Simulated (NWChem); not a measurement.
A series in which one site is exchanged, each optimised at PBE0/def2-SVP with NWChem, gas phase unless a solvent is named. def2 effective core potentials on Ag, I, Cs, Tl; no spin-orbit coupling.

A: [Cs][I] (CsI; site = Cs)
B: [Tl][I] (TlI; site = Tl)
C: ClI (ICl; site = Cl)
D: [Ag][I] (AgI; site = Ag)

```json
[
 {"quantity": "dipole (D), PBE0/def2-SVP", "A": "[?]", "B": "4.62", "C": "1.39", "D": "5.00"},
 {"quantity": "orbital gap (eV), PBE0/def2-SVP", "A": "[?]", "B": "4.89", "C": "4.14", "D": "3.61"},
 {"quantity": "vertical ionisation energy, ΔSCF, PBE0/def2-SVP (eV)", "A": "[?]", "B": "8.96", "C": "10.30", "D": "8.98"},
 {"quantity": "static polarisability, PBE0/def2-SVPD (bohr³)", "A": "[?]", "B": "82.1", "C": "49.3", "D": "66.3"},
 {"quantity": "lowest singlet excitation, PBE0/def2-SVPD, TDA (eV)", "A": "[?]", "B": "3.78", "C": "2.55", "D": "2.54"}
]
```

Question: Fill in the missing entries.

Answer: 
- dipole (D), PBE0/def2-SVP, A: 11.84
- orbital gap (eV), PBE0/def2-SVP, A: 3.82
- vertical ionisation energy, ΔSCF, PBE0/def2-SVP (eV), A: 7.65
- static polarisability, PBE0/def2-SVPD (bohr³), A: 79.2
- lowest singlet excitation, PBE0/def2-SVPD, TDA (eV), A: 3.16
